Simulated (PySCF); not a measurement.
**Structure from 2D NMR**

Compound of formula C5H11NO. Correlations simulated from computed shifts and couplings:

HSQC (one-bond C–H):
```csv
δH,δC,"¹J(C,H) (Hz)"
4.32,38.6,144
1.77,23.8,134
1.01,24.9,132
```

COSY cross peaks (|J| ≥ 2 Hz):
```csv
δH,δH,abs. J (Hz),bonds
4.32,3.81,12.4,3
4.32,1.01,7.5,3
```

HMBC (two and three bonds, |J| ≥ 2.5 Hz):
```csv
δH,δC [abs. J in Hz]
4.32,"166.7 [3.8], 24.9 [3.1]"
3.81,"166.7 [6.4], 38.6 [3.7]"
1.77,166.7 [5.4]
1.01,"38.6 [3.3], 24.9 [5.1]"
```

Carbons without hydrogens: δ 166.7.

Level of theory: geometry: PBE0-D3(BJ)/def2-SVP, spin–spin couplings from B3LYP/pcJ-1 (spin–dipole term only in couplings to heteroatoms), PBE0/pcSseg-1 with gauge-including orbitals, in PySCF 2.14 (averaged over atoms made equivalent by symmetry, fast rotation or ring inversion, in vacuum, a single conformation, relativity neglected).

Scale: TMS for ¹H (31.27 ppm) and ¹³C (184.41 ppm) (reference shieldings calculated alike).

Exchangeable hydrogens are left out of these lists, and C,H couplings along chains are those of one rotamer, so weak HMBC peaks may be missing or extra.

Q: Assemble the structure.

A: `CC(=O)NC(C)C`.

Numbering as in the mapped SMILES `[CH3:1][C:2](=[O:3])[NH:4][CH:5]([CH3:6])[CH3:7]` (H(Xn): hydrogen on atom n).

1. δC 166.7 is C2, an amide carbonyl carbon.
2. δC 38.6 is C5, an sp3 CH bonded to N (δH 4.32).
3. δC 24.9 is C6/C7, a methyl carbon (δH 1.01).
4. δC 23.8 is C1, a methyl carbon α to a carbonyl (δH 1.77).
5. HMBC from δH 4.32 reaches the proton-free carbon C2.
6. HMBC from δH 1.77 reaches the proton-free carbon C2.
7. COSY links 4.32–3.81, 4.32–1.01.

The data come from this structure; uniqueness wasn't tested.

OH and NH positions are those of a molecule without intermolecular hydrogen bonds; in solution they move with solvent, concentration and temperature, and exchange usually removes their couplings. Unscaled 3J(H,H) at this level run about 10 % above measured values. Shifts are as computed. Against solution values, carbons near 30 ppm lie about +2 ppm off and those near 130 ppm about +5 ppm. Of 1211 compounds with measured shifts, 218 miss one by over three times the rms of a fit or turn the order of signals round; such compounds aren't used in these exercises. Hydrogen bonding in solution deshields acid and N–H amide carbonyl carbons by as much as 10 ppm beyond these values. Vicinal couplings across rotatable single bonds and in flexible rings belong to the one computed conformer; a conformer average would change them.
